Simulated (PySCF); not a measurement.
Compound: C6H13NOSi.
Numbering: `[SiH3:1][O:2]/[CH:3]=[CH:4]/[N:5]1[CH2:6][CH2:7][CH2:8][CH2:9]1` (hydrogens: H10, H11, H12 on Si1; H13 on C3; H14 on C4; H15, H16 on C6; H17, H18 on C7; H19, H20 on C8; H21, H22 on C9)

Level: PBE0/pcSseg-1 in PySCF, non-relativistic, on one gas-phase PBE0-D3(BJ)/def2-SVP geometry that isn't relaxed in the solvent. The solvent is an IEF-PCM continuum (van der Waals radii × 1.2). The model holds no explicit solvent molecules, cavitation or dispersion.

Gas phase at PBE0/pcSseg-1: HOMO -4.97 eV, LUMO 0.68 eV, dipole 2.46 D.

Problem. What does the continuum do to the energy, the frontier levels and the dipole at PBE0/pcSseg-1 in cyclohexane and dichloromethane?

Solution. 
```csv
solvent,ε,E(solvent) − E(gas) (kcal/mol),polarisation term (kcal/mol),distortion of the solute (kcal/mol),HOMO (eV),LUMO (eV),dipole (D)
cyclohexane,2.017,-1.41,-1.48,0.07,-4.97,0.66,2.75
dichloromethane,8.93,-3.16,-3.54,0.38,-5.02,0.62,3.09
```

Polarisation term: ½ Σ q·V over the induced surface charges. Distortion: the rise of the solute's own energy as its density leaves the gas-phase optimum. From cyclohexane to dichloromethane the lowering changes by a factor 2.24, Onsager's factor (ε − 1)/(2ε + 1) by 2.08 and ε itself by 4.4.

Problem. Which radius a makes the point-dipole formula ΔE = −[(ε − 1)/(2ε + 1)]·μ²/a³ give the value in dichloromethane, with the gas-phase dipole?

Solution. μ = 0.969 au and |ΔE| = 0.00503 Eh give a = 2.27 Å; the farthest nucleus lies 5.42 Å from the centroid of the nuclei, so such a sphere wouldn't even hold the nuclei. The formula assumes a rigid point dipole at the centre of a sphere.

Problem. Which IAO charges (PBE0/pcSseg-1) respond most in cyclohexane (means over atoms taken as equivalent)?

Solution. 
```csv
atoms,environment,gas (e),solvent (e),change
C3,vinylic carbon bearing oxygen,-0.049,-0.059,-0.010
O2,silyl ether oxygen,-0.586,-0.592,-0.006
H14,vinylic hydrogen,+0.140,+0.143,+0.003
H13,vinylic hydrogen,+0.146,+0.149,+0.003
H15/H16/H21/H22,methylene hydrogen,+0.123,+0.125,+0.002
H17/H18/H19/H20,methylene hydrogen,+0.137,+0.138,+0.001
```

Problem. How do the nuclear quadrupole coupling constants eQVzz/h respond in cyclohexane?

Solution. 
```tsv
nucleus	Q (barn)	gas (MHz)	solvent (MHz)	η gas	η solvent
17O at O2	-0.0256	-10.04	-10.00	0.30	0.31
14N at N5	0.02044	-6.32	-6.25	0.05	0.04
```
